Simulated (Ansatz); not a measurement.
Calculated with Ansatz (gas phase, PBE0-D4/def2-TZVP geometries, no zero-point term in ΔE). CBS: MP2 limit from def2 TZ/QZ plus the TZ coupled-cluster correction, frozen cores. This one scheme is used for every species. Functionals use def2-TZVPP. B3LYP here is the variant with VWN-RPA as its local correlation; programs differ in this. One conformer a species, not always the lowest.

Reaction (silylene formation by 1,1-elimination): `O=C=N[SiH](Cl)Cl` → `Cl[Si]Cl` + `N=C=O`

`O=C=N[SiH](Cl)Cl`:

Cartesian coordinates in Å:
```
O -0.273 -2.753 -1.146
C -0.216 -1.773 -0.529
N -0.173 -0.791 0.158
Si 0.071 0.859 0.432
Cl 1.973 1.366 -0.080
Cl -1.237 1.941 -0.687
H -0.145 1.150 1.853
```

`Cl[Si]Cl`:

Cartesian coordinates in Å:
```
Cl 0.199 -1.535 0.615
Si -0.603 -0.081 -0.634
Cl 0.403 1.615 0.019
```

`N=C=O`:

Cartesian coordinates in Å:
```
N -0.251 -0.603 -0.399
C 0.388 0.253 0.165
O 1.117 1.008 0.661
H -1.253 -0.658 -0.426
```

```
         level  ΔE (kJ/mol)
   LDA (SPW92)        242.5
     r2SCAN-D4        250.4
      B3LYP-D4        230.0
          BLYP        188.8
         B3LYP        214.7
  MP2/def2-SVP        254.7
 HF/def2-QZVPP        254.0
MP2/def2-QZVPP        261.9
```

(1) What does CCSD(T)/CBS give? (Estimate.)

Largest T1 diagnostic among the species: 0.018.

Results:

(1) Computed: +243.2 kJ/mol. The listed levels differ from it by -0.7, 7.2, -13.2, -54.4, -28.5, 11.5, 10.8, 18.7 kJ/mol.

From PBE to PBE0 (25 % exact exchange), in def2-TZVPP and without D4, ΔE moves by +24.9 kJ/mol. Leaving LDA and LC-ωPBE aside and taking each functional with its dispersion term where it has one, the values, not all of them listed here, spread over 52.2 kJ/mol, from BLYP-D4 to r2SCAN0-D4. LDA lies +33.3 kJ/mol from PBE without D4. At CCSD(T), def2-SVP lies −12.3 kJ/mol from the extrapolated value and def2-TZVPP −3.7 kJ/mol.

CCSD(T)/CBS has its own doubt, a few kJ/mol and more with outer-core shells, so smaller differences from it don't rank the levels.
